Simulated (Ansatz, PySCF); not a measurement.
Gas-phase reaction in SMILES: N[Si](O)(O)O -> N[Si]([O])(O)O + H atom (the H-O bond at the site shown breaks; other sites are not compared here)
Each molecule is optimised on its own at B3LYP-D3(BJ)/def2-TZVP (Ansatz, an electronic-structure program), one conformer each, not searched for the lowest. Frequencies are from Ansatz or PySCF.

Wanted: bond dissociation energy (enthalpy at 298 K, with B3LYP-D3(BJ) rigid-rotor harmonic-oscillator terms), in eV. Valence correlation only, unless marked. Open shells are spin-unrestricted. No spin-orbit coupling. No relativistic terms. CBS marks a two-point X^-3 extrapolation of the correlation energy; Hartree-Fock from the larger set.

| level | program | bond dissociation energy (eV) | minus last row |
|---|---|---|---|
| HF/STO-3G | Ansatz | 3.85 | -1.40 |
| HF/cc-pV(T+d)Z | Ansatz | 3.86 | -1.39 |
| PBE-D4/def2-TZVPD | Ansatz + dftd4 | 4.62 | -0.63 |
| B3LYP-D3(BJ)/def2-TZVPD | Ansatz + dftd3 | 4.84 | -0.41 |
| RI-MP2/CBS(cc-pV(T+d)Z,cc-pV(Q+d)Z) | Ansatz | 5.60 | 0.35 |
| SCS-MP2/cc-pV(D+d)Z | Ansatz | 5.08 | -0.17 |
| CCSD(T)/CBS(cc-pV(T+d)Z,cc-pV(Q+d)Z) | Ansatz | 5.25 | 0.00 |
